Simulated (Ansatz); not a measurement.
Total energies of GaCl2H (GaHCl₂) from Ansatz at PBE0-D4/def2-TZVPD, gas phase (1 Eh = 27.2114 eV = 2625.5 kJ/mol). The reference geometry is relaxed at PBE-D4/def2-TZVP.

Cartesian coordinates in Å:
```
Ga 0.098 0.074 -0.141
Cl -1.972 0.529 0.183
Cl 0.959 -1.289 1.273
H 0.914 0.687 -1.315
```

```csv
state,geometry,energy (Eh)
charge 0 singlet,reference,-2845.43803
charge -1 doublet,reference,-2845.44533
free Ga atom (doublet),–,-1924.55229
free Cl atom (doublet),–,-459.99797
free H atom (doublet),–,-0.50104
```

Q: Work out the vertical electron affinity, to the doublet.

A: E(charge 0 singlet) − E(charge -1 doublet) = -2845.43803 − (-2845.44533) = 0.00730 Eh = 0.20 eV.

Q: What is the binding energy per atom against free atoms?

A: Atoms: 1 × (-1924.55229) + 2 × (-459.99797) + 1 × (-0.50104) = -2845.04927 Eh. Binding: -2845.04927 − (-2845.43803) = 0.38876 Eh = 10.58 eV, or 2.64 eV for each of 4 atoms (no zero-point energy, no counterpoise term).

At PBE0-D4/def2-TZVPD the highest occupied level of the charge -1 doublet lies above zero (up to 1.52 eV). By energy differences its removal costs 0.20 eV (vertical, to the charge 0 singlet, at PBE0-D4/def2-TZVPD); a positive level beside a positive removal energy at the same level points to self-interaction error.
